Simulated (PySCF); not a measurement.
ReOCl5, SMILES [Re]([Cl])(=[O])([Cl])([Cl])([Cl])[Cl], multiplicity 1.

Geometry optimised at B3LYP-D3(BJ)/def2-SVP. The multiplicity is an assumed one; other spin states were not compared. The def2 effective core potentials stand for the cores of Re; spin–orbit coupling is left out.

Computed with TDA-PBE/def2-SVPD (PySCF).

Vertical excitations; the highest root listed may be one member of a degenerate set.  State labels are in the subgroup C2v.

Computed lowest excited states:
| state | symmetry | energy (eV) | λ (nm) | f | main pairs |
|---|---|---|---|---|---|
| S1 | B2 | 0.79 | 1578 | 0.000 | HOMO→LUMO (degenerate set) |
| S2 | B1 | 0.79 | 1578 | 0.000 | HOMO−1→LUMO (degenerate set) |
| S3 | A1 | 1.52 | 816 | 0.000 | HOMO−3→LUMO 100 % |
| S4 | A2 | 1.67 | 742 | 0.000 | HOMO−4→LUMO 100 % |
| S5 | A2 | 1.82 | 681 | 0.000 | HOMO−2→LUMO 46 %, HOMO→LUMO+1 26 %, HOMO−1→LUMO+2 26 % |
| S6 | B2 | 1.87 | 662 | 0.000 | HOMO−7→LUMO (degenerate set) |
| S7 | B1 | 1.87 | 662 | 0.000 | HOMO−8→LUMO (degenerate set) |
| S8 | A2 | 1.91 | 648 | 0.000 | HOMO−1→LUMO+2 50 %, HOMO→LUMO+1 50 % |
| S9 | A1 | 2.00 | 619 | 0.000 | HOMO−1→LUMO+1 50 %, HOMO→LUMO+2 50 % |
| S10 | B1 | 2.27 | 547 | 0.001 | HOMO−2→LUMO+2 95 % |
| T1 | B2 | 0.70 | 1773 | 0 | HOMO→LUMO (degenerate set) |
| T2 | B1 | 0.70 | 1773 | 0 | HOMO−1→LUMO (degenerate set) |
| T3 | A2 | 0.84 | 1469 | 0 | HOMO−2→LUMO 100 % |
| T4 | A1 | 1.42 | 874 | 0 | HOMO−3→LUMO 100 % |
Triplets are in the Tamm–Dancoff approximation.
